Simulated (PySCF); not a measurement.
Isomers of C7H9N, one conformer each; single-point electronic energies without zero-point terms and without any empirical dispersion term.

Level: wB97X-D/pcSseg-2 in PySCF, non-relativistic, each on one gas-phase PBE0-D3(BJ)/def2-TZVP geometry that isn't relaxed in the solvent. The solvent is an IEF-PCM continuum (van der Waals radii × 1.2). Only the electrostatic response of the medium enters.

| isomer | relative energy, gas (kcal/mol) | dipole (D) |
| --- | --- | --- |
| `CCc1cccnc1` | 0.0 | 2.56 |
| `CNC1=CC=CC=C1` | 0.6 | 1.83 |

Problem. How do the relative energies look in chloroform (ε = 4.711)?

Solution. 
```json
{"isomer": "`CCc1cccnc1`", "relative energy, solvent (kcal/mol)": "0.0", "E(solvent) − E(gas) (kcal/mol)": "-3.6", "dipole in solvent (D)": "3.29"}
{"isomer": "`CNC1=CC=CC=C1`", "relative energy, solvent (kcal/mol)": "0.5", "E(solvent) − E(gas) (kcal/mol)": "-3.7", "dipole in solvent (D)": "2.29"}
```

The order is unchanged. Conformers: `[CH3:1][CH2:2][c:3]1[cH:4][cH:5][cH:6][n:7][cH:8]1` with C1–C2–C3–C4 -81°; `[CH3:1][NH:2][c:3]1[cH:4][cH:5][cH:6][cH:7][cH:8]1` with C1–N2–C3–C4 -15°. The gains span 0.1 kcal/mol, the gas-phase energies 0.6 kcal/mol.
